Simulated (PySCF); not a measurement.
Give a PBE0-D3(BJ)/def2-SVP geometry of InChI=1S/C2H8FNSi/c1-4(2)5-3/h5H2,1-2H3.

Z-matrix in Å and degrees, rows numbered from 1:
```
C 
N   1  1.4432
C   2  1.4427  1  114.50
Si  2  1.7125  1  121.93  3  -167.69
F   4  1.6328  2  114.10  1    82.22
H   1  1.1057  2  110.99  3   -58.51
H   1  1.1071  2  112.35  3    61.78
H   1  1.1004  2  110.67  3  -177.87
H   3  1.1073  2  112.43  1   -62.53
H   3  1.1057  2  110.93  1    57.74
H   3  1.1002  2  110.68  1   177.04
H   4  1.4864  2  108.45  1   -35.37
H   4  1.4865  2  108.45  1  -160.06
```

Si4 (fluorine-bound silicon) is distorted tetrahedral (angles from 105.8° to 114.3°). Of the pairs four or more bonds apart, H6···H10 is among the closest relative to their van der Waals radii: 2.50 Å, 104 % of the sum of Bondi's values. N2 (silicon-bound nitrogen) is almost planar (angles 122.4°, 121.9° and 114.5°, sum 358.8°, 0.10 Å off the plane of its three neighbours).

Level of theory: PBE0-D3(BJ)/def2-SVP geometry optimisation, gas phase (PySCF).

Point group: Cs (every atom within 0.08 Å of its image). Whether it is a minimum is left open (no frequencies). The numbers are those of one conformer (C1–N2–Si4–F5 82°).
